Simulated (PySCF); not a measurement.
# Gd(NO3)3: from a saddle point downhill

PySCF 2.14.0, RKS BP86, Gd lcecp-1-SVP with ECP53, O def2-SVP, N def2-SVP; non-relativistic Hamiltonian with scalar-relativistic core potentials where named; density fitting; no spin-orbit coupling. Relaxed within the symmetry of its start, the geometry (D3h) is

```xyz
13

Gd    0.0000    0.0000    0.0000
O     2.0920    0.0000    1.0947
O     2.0920    0.0000   -1.0947
N     2.8091    0.0000    0.0000
O     4.0090    0.0000    0.0000
O    -1.0460    1.8117    1.0947
O    -1.0460    1.8117   -1.0947
N    -1.4046    2.4328    0.0000
O    -2.0045    3.4719    0.0000
O    -1.0460   -1.8117    1.0947
O    -1.0460   -1.8117   -1.0947
N    -1.4045   -2.4328    0.0000
O    -2.0045   -3.4719    0.0000
```

and its lowest harmonic modes are -68, -54, -54, 18, 40, 40 cm⁻¹ (negative: unstable). It was moved along the lowest mode and relaxed again, within the group D3 that the move left.

Where does it end, and how much lower?

In D3, 0.007 eV lower, after 8 steps:
```xyz
13

Gd    0.0000    0.0000    0.0000
O     2.0918   -0.1703    1.0810
O     2.0918    0.1703   -1.0810
N     2.8088    0.0000    0.0000
O     4.0090    0.0000    0.0000
O    -0.8984    1.8967    1.0810
O    -1.1934    1.7264   -1.0810
N    -1.4044    2.4325    0.0000
O    -2.0045    3.4719    0.0000
O    -1.1934   -1.7264    1.0810
O    -0.8984   -1.8967   -1.0810
N    -1.4044   -2.4325    0.0000
O    -2.0045   -3.4719    0.0000
```

How do the contacts change?


```csv
contact,saddle (Å),end (Å)
Gd1–O2 (NO3),2.361,2.361
Gd1–O6 (NO3),2.361,2.361
Gd1–O10 (NO3),2.361,2.361
Gd1–O7 (NO3),2.361,2.361
Gd1–O11 (NO3),2.361,2.361
```


Is the end a minimum?

Yes; lowest modes 30, 38, 38, 72, 72, 72 cm⁻¹.

An lcecp potential fixes the number of 4f electrons, so in runs with it no electron can move into or out of that shell.

State: singlet in the valence, with the 4f electrons in the core potential.
